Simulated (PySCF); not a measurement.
Species: C₇H₁₆NP.
Cartesian coordinates in Å at the GFN2-xTB level; atoms count from 1:
```
atom  x, y, z in Å
C1     1.741   -1.223   -1.821
C2     1.275   -0.589   -0.752
C3     1.989   -0.564    0.562
P4    -0.323    0.315   -0.944
N5     0.155    1.739   -0.076
C6     1.046    2.631   -0.804
C7    -1.272   -0.465    0.480
C8    -1.441   -1.956    0.215
C9    -2.638    0.200    0.622
H10    2.670   -1.772   -1.810
H11    1.197   -1.221   -2.752
H12    3.052   -0.763    0.428
H13    1.860    0.403    1.043
H14    1.581   -1.328    1.224
H15   -0.675    2.252    0.212
H16    0.575    3.136   -1.654
H17    1.425    3.391   -0.118
H18    1.887    2.047   -1.178
H19   -0.692   -0.304    1.396
H20   -2.012   -2.113   -0.698
H21   -1.975   -2.432    1.037
H22   -0.478   -2.448    0.098
H23   -2.546    1.255    0.874
H24   -3.197    0.117   -0.310
H25   -3.215   -0.283    1.410
```

Computed at PBE0/pcSseg-1 (PySCF, non-relativistic), with Q(14N) = 0.02044 b: N5, 14N (I = 1): χzz = -5.188 MHz, η = 0.169.

Where would the pure quadrupole (NQR) lines of 14N at N5 fall for the rigid, isolated species?

From ν± = (3/4)|χ|(1 ± η/3) and ν0 = |χ|η/2: ν+ 4.109 MHz, ν− 3.672 MHz, ν0 0.437 MHz (nitrogen bonded to C, P and H).

In a crystal, neighbours and librations shift these lines. GFN2-xTB bond lengths can be off by several hundredths of an ångström, more for odd bonds, and the gradients follow them. With so small a basis the couplings can be 20 % off.

One conformer stands for the species.
